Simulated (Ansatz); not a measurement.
A single C atom.

r²SCAN (unrestricted) on triplet C was run in several spherical basis sets with Ansatz (development build ahead of 0.2.0).

Q: Rank the basis sets by the total energy that they give, lowest first, with the distance from the lowest.
A. def2-SVP
B. cc-pVDZ
C. pcseg-2

A: C (0.00 eV), B (0.14 eV), A (1.20 eV).

Totals follow the description of the cores as much as that of the bonds, so this order isn't one of quality for chemistry.
